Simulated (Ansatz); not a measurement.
Geometry optimisation, RKS revPBE-D4/STO-3G (Ansatz 0.2.0).

Input:

```yaml
crystal:
  periodic: [false, false, false]
  atoms:
    - { symbol: O, position_ang: [-1.3145, -1.4212, -0.2148] }
    - { symbol: C, position_ang: [-0.387, -0.313, -0.0731] }
    - { symbol: Si, position_ang: [1.146, -0.876, 0.9248] }
    - { symbol: C, position_ang: [-0.0265, 0.399, -1.3447] }
    - { symbol: Si, position_ang: [-0.942, 1.2467, 0.568] }
    - { symbol: F, position_ang: [0.2176, 2.3519, 0.8353] }
    - { symbol: H, position_ang: [-1.0677, -1.996, -0.926] }
    - { symbol: H, position_ang: [1.7108, -2.1364, 0.3521] }
    - { symbol: H, position_ang: [0.7959, -1.0961, 2.3959] }
    - { symbol: H, position_ang: [2.2669, 0.133, 0.8958] }
    - { symbol: H, position_ang: [-0.9427, 0.6524, -1.9678] }
    - { symbol: H, position_ang: [0.7527, 1.0878, -1.412] }
    - { symbol: H, position_ang: [-2.1888, 1.9332, -0.0185] }
basis:
  gaussian: { orbitals: STO-3G }
hamiltonian:
  xc: revpbe
  dispersion: d4
relax:
  f_tol: 0.02
  max_steps: 50
```

Launched with:

```bash
$ ansatz run input.yaml --threads 1 --pin off --max-ram 2048MiB --backend cpu --events-out ev --progress --plain --runs-dir out
```

Where does it end, and by what steps?

The run converged. Limits of this set-up: minimal basis. After 15 steps the energy has fallen by 2.707 eV; Si5 moved furthest, 0.45 Å.

```json
{"step": "0", "energy less start (eV)": "0.0000", "largest force component (eV/Å)": "5.193", "accepted": "yes"}
{"step": "1", "energy less start (eV)": "-1.3130", "largest force component (eV/Å)": "1.518", "accepted": "yes"}
{"step": "2", "energy less start (eV)": "-1.7234", "largest force component (eV/Å)": "1.793", "accepted": "yes"}
{"step": "3", "energy less start (eV)": "-2.0752", "largest force component (eV/Å)": "1.693", "accepted": "yes"}
{"step": "4", "energy less start (eV)": "-2.3488", "largest force component (eV/Å)": "3.139", "accepted": "yes"}
{"step": "5", "energy less start (eV)": "-2.5754", "largest force component (eV/Å)": "1.140", "accepted": "yes"}
{"step": "6", "energy less start (eV)": "-2.6523", "largest force component (eV/Å)": "0.409", "accepted": "yes"}
{"step": "7", "energy less start (eV)": "-2.6721", "largest force component (eV/Å)": "0.193", "accepted": "yes"}
{"step": "8", "energy less start (eV)": "-2.6866", "largest force component (eV/Å)": "0.251", "accepted": "yes"}
{"step": "9", "energy less start (eV)": "-2.6196", "largest force component (eV/Å)": "1.557", "accepted": "no"}
{"step": "10", "energy less start (eV)": "-2.6988", "largest force component (eV/Å)": "0.093", "accepted": "yes"}
{"step": "11", "energy less start (eV)": "-2.7020", "largest force component (eV/Å)": "0.352", "accepted": "yes"}
{"step": "12", "energy less start (eV)": "-2.7032", "largest force component (eV/Å)": "0.212", "accepted": "yes"}
{"step": "13", "energy less start (eV)": "-2.7062", "largest force component (eV/Å)": "0.053", "accepted": "yes"}
{"step": "14", "energy less start (eV)": "-2.7066", "largest force component (eV/Å)": "0.023", "accepted": "yes"}
{"step": "15", "energy less start (eV)": "-2.7066", "largest force component (eV/Å)": "0.010", "accepted": "yes"}
```

```xyz
13
Properties=species:S:1:pos:R:3
O -1.485 -1.269 -0.104
C -0.376 -0.304 0.031
Si 1.193 -0.926 0.908
C -0.107 0.645 -1.256
Si -0.892 1.492 0.188
F 0.001 2.510 1.143
H -1.060 -1.984 -0.733
H 1.756 -2.066 0.191
H 0.897 -1.344 2.273
H 2.188 0.139 0.950
H -0.740 0.415 -2.130
H 0.948 0.794 -1.540
H -2.304 1.863 0.093
```

Run time: 61 s on 1 thread of Arm Neoverse V2, with other jobs on the host, peak memory 0.17 GiB.
